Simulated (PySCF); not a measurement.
SMILES CB(C)C[SiH](C)C, singlet, GFN2-xTB optimised geometry.

```
22

Si    -1.01    -1.98     1.87
C     -1.97    -3.62     1.89
C     -1.92    -0.71     2.95
C     -0.89    -1.36     0.06
B     -0.11    -0.02     0.00
C      1.47    -0.02     0.00
C     -0.88     1.36     0.00
H      0.34    -2.20     2.42
H     -2.97    -3.51     1.50
H     -2.05    -4.01     2.91
H     -1.47    -4.38     1.30
H     -2.92    -0.51     2.58
H     -1.39     0.24     2.98
H     -2.02    -1.06     3.98
H     -0.41    -2.16    -0.51
H     -1.91    -1.27    -0.32
H      1.91    -0.96    -0.32
H      1.82     0.16     1.02
H      1.90     0.78    -0.61
H     -1.88     1.30     0.43
H     -1.01     1.70    -1.03
H     -0.34     2.16     0.51
```

Density from CAM-B3LYP/def2-SVP in PySCF at that geometry.

Minimum of the electron density along straight lines between bonded atoms, close to the bond critical point (lines longer than 1.1 times the sum of covalent radii, or with two minima, are not listed):

```csv
bond,length / Å,ρ at the minimum / e bohr⁻³,∇²ρ there / e bohr⁻⁵,position (fraction from the first atom)
Si1–C2,1.906,0.111,0.31,0.38
Si1–C3,1.903,0.111,0.32,0.38
Si1–C4,1.919,0.105,0.27,0.38
C4–B5,1.558,0.183,-0.09,0.68
B5–C6,1.580,0.180,-0.14,0.32
B5–C7,1.581,0.179,-0.14,0.32
Si1–H8,1.477,0.115,0.32,0.49
C2–H9,1.086,0.272,-0.98,0.63
C2–H10,1.085,0.272,-0.98,0.63
C2–H11,1.086,0.272,-0.98,0.63
C3–H12,1.087,0.271,-0.98,0.63
C3–H13,1.085,0.272,-0.98,0.63
C3–H14,1.086,0.272,-0.98,0.63
C4–H15,1.090,0.267,-0.93,0.62
C4–H16,1.090,0.267,-0.92,0.62
C6–H17,1.088,0.273,-0.98,0.62
C6–H18,1.091,0.266,-0.93,0.62
C6–H19,1.088,0.270,-0.96,0.62
C7–H20,1.088,0.272,-0.98,0.62
C7–H21,1.091,0.266,-0.93,0.62
C7–H22,1.088,0.271,-0.97,0.62
```
